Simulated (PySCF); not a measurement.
## Radial density of Pb⁺ (lead, charge +1)

UHF, [Xe] 4f14 5d10 6s2 7s1, 2S determinant (an excited configuration). All numbers are calculated (PySCF 2.14, scalar relativity through the core potential, in aug-cc-pwCVTZ-PP with ECP60MDF). This is the valence pseudo-density: the core potential removes the inner electrons and smooths the orbitals near the nucleus.

```
r (bohr)  4πr²ρ (e/bohr)  4πr²(ρα − ρβ)
  0.0194       1.834e-05         0.0000
  0.0326       3.594e-05         0.0000
  0.0549       5.550e-05         0.0000
  0.0924       0.0001793         0.0000
   0.155        0.001750         0.0000
   0.261         0.03675         0.0001
   0.439           1.485         0.0047
   0.739           16.70         0.0143
    1.24           14.57         0.0191
    2.09           3.097         0.0409
    3.52          0.3346         0.0657
    5.92          0.2265         0.2245
    9.95         0.02370         0.0237
```

Energies and moments cover only the electrons outside the core potential. Spin-orbit coupling, which splits the p, d and f shells strongly at this Z, is absent. The outer electron is Rydberg-like, and this basis confines it to a smaller radius and binds it less than a complete one would.
